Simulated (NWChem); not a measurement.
System: C$_{5}$H$_{3}$NO; SMILES N#Cc1ccoc1

The following NWChem deck was run.

```
start job
memory heap 200 mb stack 900 mb global 1100 mb
geometry units angstroms noautoz
  N      0.052764    -2.951152     0.000000
  C      0.031477    -1.791766     0.000000
  C     -0.003672    -0.371108     0.000000
  C     -1.164842     0.477170     0.000000
  C     -0.683691     1.747793     0.000000
  O      0.667648     1.743645     0.000000
  C      1.078184     0.472965     0.000000
  H     -2.204918     0.162045     0.000000
  H     -1.160519     2.724207     0.000000
  H      2.150119     0.293934     0.000000
end
basis spherical
  N library 6-31g*
  C library 6-31g*
  O library 6-31g*
  H library 6-31g*
end
dft
  xc pbe0
  iterations 150
  grid xfine
end
task dft gradient
```

Excerpt of the output:

```
             Northwest Computational Chemistry Package (NWChem) 7.3.0
             --------------------------------------------------------

 CS  symmetry detected

                             Geometry "geometry" -> ""
                             -------------------------

 Output coordinates in angstroms (scale by  1.889725989 to convert to a.u.)

  No.       Tag          Charge          X              Y              Z
 ---- ---------------- ---------- -------------- -------------- --------------
    1 N                    7.0000     0.02385893    -2.94488006     0.00000000
    2 C                    6.0000     0.01362545    -1.78534381     0.00000000
    3 C                    6.0000    -0.00797866    -0.36441529     0.00000000
    4 C                    6.0000    -1.16100917     0.49489372     0.00000000
    5 C                    6.0000    -0.66776705     1.76087212     0.00000000
    6 O                    8.0000     0.68347100     1.74384185     0.00000000
    7 C                    6.0000     1.08187481     0.46930591     0.00000000
    8 H                    1.0000    -2.20404203     0.18969820     0.00000000
    9 H                    1.0000    -1.13526512     2.74178740     0.00000000
   10 H                    1.0000     2.15205438     0.28006417     0.00000000

 Effective nuclear repulsion energy (a.u.)     249.9896807864

      Symmetry information
      --------------------

 Group name             Cs
 Group number              2
 Group order               2
 No. of unique centers    10

                                 NWChem DFT Module
                                 -----------------

 Summary of "ao basis" -> "ao basis" (spherical)
 ------------------------------------------------------------------------------
       Tag                 Description            Shells   Functions and Types
 ---------------- ------------------------------  ------  ---------------------
 N                           6-31g*                  6       14   3s2p1d
 C                           6-31g*                  6       14   3s2p1d
 O                           6-31g*                  6       14   3s2p1d
 H                           6-31g*                  2        2   2s

      Symmetry analysis of basis
      --------------------------

        a'         76
        a"         28

            General Information
            -------------------
          SCF calculation type: DFT
          Wavefunction type:  closed shell.
          No. of atoms     :    10
          No. of electrons :    48
           Alpha electrons :    24
            Beta electrons :    24
          Charge           :     0
          Spin multiplicity:     1
          Use of symmetry is: on ; symmetry adaption is: on
          Maximum number of iterations: 150
          AO basis - number of functions:   104
                     number of shells:    48
          Convergence on energy requested:  1.00D-06
          Convergence on density requested:  1.00D-05
          Convergence on gradient requested:  5.00D-04

              XC Information
              --------------
                         PBE0 Method XC Functional
                     Hartree-Fock (Exact) Exchange  0.250
          PerdewBurkeErnzerhof Exchange Functional  0.750
            Perdew 1991 LDA Correlation Functional  1.000 local
           PerdewBurkeErnz. Correlation Functional  1.000 non-local

             Grid Information
             ----------------
          Grid used for XC integration:  xfine
          Radial quadrature: Mura-Knowles
          Angular quadrature: Lebedev.
          Tag              B.-S. Rad. Rad. Pts. Rad. Cut. Ang. Pts.
          ---              ---------- --------- --------- ---------
          N                   0.65      100          13.0      1454
          C                   0.70      100          12.0      1454
          O                   0.60      100          11.0      1454
          H                   0.35      100          13.0      1202
          Grid pruning is: on
          Number of quadrature shells:  1000
          Spatial weights used:  Erf1

      Superposition of Atomic Density Guess
      -------------------------------------

 Sum of atomic energies:        -318.84405884

      Non-variational initial energy
      ------------------------------

 Total energy =    -322.981472
 1-e energy   =    -927.279924
 2-e energy   =     354.308771
 HOMO         =      -0.222468
 LUMO         =       0.008478

      Symmetry analysis of molecular orbitals - initial
      -------------------------------------------------

  Numbering of irreducible representations:

     1 a'          2 a"

  Orbital symmetries:

     1 a'          2 a'          3 a'          4 a'          5 a'
     6 a'          7 a'          8 a'          9 a'         10 a'
    11 a'         12 a'         13 a'         14 a'         15 a"
    16 a'         17 a'         18 a'         19 a'         20 a"
    21 a'         22 a'         23 a"         24 a"         25 a"
    26 a'         27 a"         28 a'         29 a'         30 a"
    31 a'         32 a'         33 a'         34 a'

   convergence    iter        energy       DeltaE   RMS-Dens  Diis-err
 ---------------- ----- ----------------- --------- --------- ---------
 d= 0,ls=0.0,diis     1   -321.7548232783 -5.72D+02  1.98D-02  1.03D+00
 d= 0,ls=0.0,diis     2   -321.4888143533  2.66D-01  1.51D-02  3.28D+00
 d= 0,ls=0.0,diis     3   -321.8788877552 -3.90D-01  2.58D-03  1.20D-01
 d= 0,ls=0.0,diis     4   -321.8886112544 -9.72D-03  1.29D-03  2.82D-02
 d= 0,ls=0.0,diis     5   -321.8918961442 -3.28D-03  4.16D-04  2.15D-03
  Resetting Diis
 d= 0,ls=0.0,diis     6   -321.8921536733 -2.58D-04  1.11D-04  3.62D-04
 d= 0,ls=0.0,diis     7   -321.8921897912 -3.61D-05  5.05D-05  1.60D-05
 d= 0,ls=0.0,diis     8   -321.8921881011  1.69D-06  3.14D-05  3.52D-05
 d= 0,ls=0.0,diis     9   -321.8921914146 -3.31D-06  8.37D-06  1.01D-06
 d= 0,ls=0.0,diis    10   -321.8921915248 -1.10D-07  2.12D-06  9.02D-08

         Total DFT energy =     -321.892191524842
      One electron energy =     -930.414535298392
           Coulomb energy =      401.848935099701
    Exchange-Corr. energy =      -43.316272112562
 Nuclear repulsion energy =      249.989680786412

 Numeric. integr. density =       48.000000007835

                  Occupations of the irreducible representations
                  ----------------------------------------------

                     irrep           alpha         beta
                     --------     --------     --------
                     a'               20.0         20.0
                     a"                4.0          4.0

                       DFT Final Molecular Orbital Analysis
                       ------------------------------------

 Vector   22  Occ=2.000000D+00  E=-3.450485D-01  Symmetry=a'
              MO Center=  6.8D-04, -2.0D+00,  7.1D-15, r^2= 2.3D+00
   Bfn.  Coefficient  Atom+Function         Bfn.  Coefficient  Atom+Function
  ----- ------------  ---------------      ----- ------------  ---------------
     3      0.438600   1 N  px               17      0.375932   2 C  px
     7      0.255617   1 N  px               21      0.221118   2 C  px
    31     -0.129871   3 C  px               46     -0.126193   4 C  py
    88      0.098183   7 C  py               74     -0.083746   6 O  py
    87      0.082166   7 C  px               45      0.076926   4 C  px

 Vector   23  Occ=2.000000D+00  E=-3.061824D-01  Symmetry=a"
              MO Center= -3.5D-01, -1.2D-01,  2.8D-14, r^2= 3.9D+00
   Bfn.  Coefficient  Atom+Function         Bfn.  Coefficient  Atom+Function
  ----- ------------  ---------------      ----- ------------  ---------------
    47      0.345646   4 C  pz               75     -0.297323   6 O  pz
     5     -0.271742   1 N  pz               51      0.244133   4 C  pz
    33      0.228915   3 C  pz               79     -0.229100   6 O  pz
     9     -0.171220   1 N  pz               19     -0.166930   2 C  pz
    37      0.164579   3 C  pz               61      0.163662   5 C  pz

 Vector   24  Occ=2.000000D+00  E=-2.664422D-01  Symmetry=a"
              MO Center=  6.1D-02,  4.2D-01,  1.5D-14, r^2= 3.4D+00
   Bfn.  Coefficient  Atom+Function         Bfn.  Coefficient  Atom+Function
  ----- ------------  ---------------      ----- ------------  ---------------
    89     -0.368238   7 C  pz               61      0.348582   5 C  pz
    93     -0.273443   7 C  pz               65      0.259576   5 C  pz
    33     -0.241544   3 C  pz                5      0.191161   1 N  pz
    47      0.185481   4 C  pz               37     -0.176072   3 C  pz
    51      0.139636   4 C  pz                9      0.132902   1 N  pz

[...]

                         DFT ENERGY GRADIENTS

    atom               coordinates                        gradient
                 x          y          z           x          y          z
   1 N       0.045087  -5.565016   0.000000   -0.000010   0.005137   0.000000
   2 C       0.025748  -3.373811   0.000000   -0.000251  -0.007722   0.000000
   3 C      -0.015077  -0.688645   0.000000   -0.001071  -0.000592   0.000000
   4 C      -2.193989   0.935214   0.000000    0.002472  -0.001075   0.000000
   5 C      -1.261897   3.327566   0.000000    0.008630  -0.000130   0.000000
   6 O       1.291573   3.295383   0.000000   -0.004615  -0.005816   0.000000
   7 C       2.044447   0.886860   0.000000   -0.002766   0.008285   0.000000
   8 H      -4.165036   0.358478   0.000000   -0.004759  -0.001239   0.000000
   9 H      -2.145340   5.181227   0.000000   -0.002960   0.004699   0.000000
  10 H       4.066793   0.529245   0.000000    0.005330  -0.001546   0.000000
```

Level: PBE0/6-31G* (spherical d). Structure relaxed at the PBE0/def2-SVP level.
